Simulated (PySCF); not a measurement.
As2FH5Si. Atoms are numbered in the order given.

```xyz
9

Si     0.3661    -0.8002     0.2178
F      0.7690    -1.8006    -1.0286
As    -1.9920    -0.4493     0.1479
As     1.5977     1.2198    -0.0794
H      0.6914    -1.5321     1.4935
H     -1.8646     0.4473     1.3973
H     -1.8324     0.7653    -0.7879
H      1.1024     1.6914     1.3031
H      2.8687     0.6066     0.5431
```
Charge 0, spin multiplicity 1.

The structure is a stationary point at PBE-D3(BJ)/def2-SVP.

Level of theory: PySCF with TDDFT-PBE/def2-SVPD.

Vertical excitations. The molecule is in vacuum.

**Question.** Estimate the UV-visible absorptions. (Estimate from the structure and the level; the computed values follow.)

**Answer.** 
| state | energy (eV) | λ (nm) | f | main pairs |
|---|---|---|---|---|
| S1 | 5.25 | 236 | 0.027 | HOMO→LUMO 70 %, HOMO→LUMO+1 22 % |
| S2 | 5.53 | 224 | 0.018 | HOMO→LUMO+1 64 %, HOMO→LUMO 13 % |
| S3 | 5.68 | 218 | 0.028 | HOMO−1→LUMO 72 % |
| S4 | 5.81 | 213 | 0.101 | HOMO→LUMO+2 74 % |
| S5 | 5.92 | 210 | 0.019 | HOMO−1→LUMO+1 82 % |
| S6 | 5.97 | 208 | 0.032 | HOMO→LUMO+3 80 % |
| S7 | 6.06 | 204 | 0.025 | HOMO→LUMO+4 65 %, HOMO−1→LUMO+2 14 %, HOMO→LUMO+3 14 % |
| S8 | 6.33 | 196 | 0.119 | HOMO−1→LUMO+2 38 %, HOMO−1→LUMO+3 34 %, HOMO→LUMO+5 9 % |
| S9 | 6.43 | 193 | 0.079 | HOMO→LUMO+5 67 %, HOMO−1→LUMO+2 17 % |
| S10 | 6.50 | 191 | 0.094 | HOMO−1→LUMO+3 53 %, HOMO→LUMO+5 18 % |
| T1 | 4.65 | 267 | 0 | HOMO→LUMO 95 % |
| T2 | 5.05 | 246 | 0 | HOMO→LUMO+1 76 %, HOMO−1→LUMO 18 % |
| T3 | 5.13 | 241 | 0 | HOMO−1→LUMO 71 %, HOMO→LUMO+1 20 % |
| T4 | 5.40 | 230 | 0 | HOMO→LUMO+2 86 % |
Triplets are in the Tamm–Dancoff approximation, which puts them higher than full response would, so one can lie above its singlet here.
